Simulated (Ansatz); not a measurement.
Input file for Ansatz (a quantum-chemistry and plane-wave program): R-CCSD(T)/cc-pVTZ on CH4 (SMILES C).

Ansatz 0.2 input:
```yaml
crystal:
  periodic: [false, false, false]
  atoms:
    - {symbol: C, position_ang: [0.00000000, 0.00000000, -0.00000000]}
    - {symbol: H, position_ang: [0.62892441, 0.62892441, 0.62892441]}
    - {symbol: H, position_ang: [-0.62892441, -0.62892441, 0.62892441]}
    - {symbol: H, position_ang: [0.62892442, -0.62892442, -0.62892441]}
    - {symbol: H, position_ang: [-0.62892442, 0.62892442, -0.62892441]}
basis:
  gaussian:
    orbitals: cc-pVTZ
magnetization: {spin_polarized: false}
correlation: {method: ccsd_t, electrons: outside_noble_gas}
scf: {lower_state_search: off}
```

The log:

```
WARN ansatz: RAYON_NUM_THREADS=1 ignored (pool sized by the plan → 1); use --threads N
Functional definition: HF
these checks for a lower state are left out or cut short: stability, starts, cluster_reference, orbital_swaps, neighbouring_geometries, increment
integrals: 0.07 GiB planned
464 factors; integrals over basis functions are off by at most 8.8e-4 eV
mean field: 0.09 GiB planned
mean field evaluation 1: about -1093.1143 eV, gradient 2.2e1 eV
mean field evaluation 2: about -1093.1128 eV, gradient 2.2e1 eV
mean field evaluation 4: about -1094.2496 eV, gradient 1.5e0 eV
mean field evaluation 8: about -1094.2604 eV, gradient 1.7e-4 eV
mean field -1094.26038995 eV, -40.2133276145 hartree, gradient 1.7e-6 eV, S^2 0.000000; 0 other end points of the search recorded, 0 dependent functions left out
1 core orbitals not correlated
reference -1094.26038995 eV, -40.2133276145 hartree; 4, 4 occupied and 81, 81 virtual orbitals, 464 factors
second order -5.39595814 eV of doubles, -0.00000000 eV of singles
coupled cluster: 0.16 GiB planned
cycle   1  -5.78485814 eV  change   -3.9e-1 eV  update   4.2e-2
cycle   2  -5.92936889 eV  change   -1.4e-1 eV  update   1.2e-2
cycle   3  -5.94541968 eV  change   -1.6e-2 eV  update   3.6e-3
cycle   4  -5.94523180 eV  change    1.9e-4 eV  update   8.0e-4
cycle   5  -5.94534206 eV  change   -1.1e-4 eV  update   1.7e-4
cycle   6  -5.94534720 eV  change   -5.1e-6 eV  update   3.5e-5
cycle   7  -5.94536132 eV  change   -1.4e-5 eV  update   7.6e-6
cycle   8  -5.94536158 eV  change   -2.6e-7 eV  update   1.3e-6
perturbative correction -0.17099622 eV, -0.0062839951 hartree
Total energy: -1100.37674775 eV, -40.4380996177 hartree
Checks for a lower state left out: stability, starts, cluster_reference, orbital_swaps, neighbouring_geometries, increment
```

The calculation finished and met its thresholds.

Cost: very roughly 1.5 core-seconds.
